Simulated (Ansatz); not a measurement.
`OC1=C([SiH2]Cl)C1`. The species carries charge 0 and has multiplicity 1. The geometry is a stationary point of PBE0-D4/def2-TZVP. It is one conformer, not always the lowest.

```xyz
11

O    -2.195   -0.107   -1.091
C    -0.906   -0.101   -0.810
C     0.001   -0.068    0.117
Si    0.600    0.047    1.821
Cl    1.649    1.805    2.075
C     0.439   -0.130   -1.373
H    -2.307   -0.152   -2.047
H     1.545   -1.051    2.129
H    -0.533    0.050    2.774
H     0.857    0.768   -1.831
H     0.852   -1.061   -1.764
```

Problem. What is the dipole moment at ωB97M-V/def2-TZVPP? (An estimate is asked.)

Solution. Computed: 3.28 D, with components (-1.35, -1.21, -2.74) D in this frame, pointing from negative to positive charge.

Problem. And with PBE, r2SCAN, B3LYP? (Estimate.)

Solution. The calculation gave: PBE 3.37 D, r2SCAN 3.44 D, B3LYP 3.31 D.

Problem. Give the Mulliken charges with ωB97M-V, r2SCAN, PBE in def2-TZVPP. (Best estimate.)

Solution. The calculation gave: 
```
atom  ωB97M-V  r2SCAN    PBE
  O1    -0.24   -0.27  -0.20
  C2     0.12    0.14   0.10
  C3    -0.15   -0.20  -0.12
 Si4     0.40    0.56   0.41
 Cl5    -0.23   -0.27  -0.24
  C6    -0.27   -0.16  -0.23
  H7     0.20    0.23   0.22
  H8    -0.03   -0.08  -0.06
  H9    -0.03   -0.07  -0.06
 H10     0.11    0.07   0.09
 H11     0.11    0.06   0.09
```

B3LYP here is the variant with VWN-RPA as its local correlation; programs differ in this.
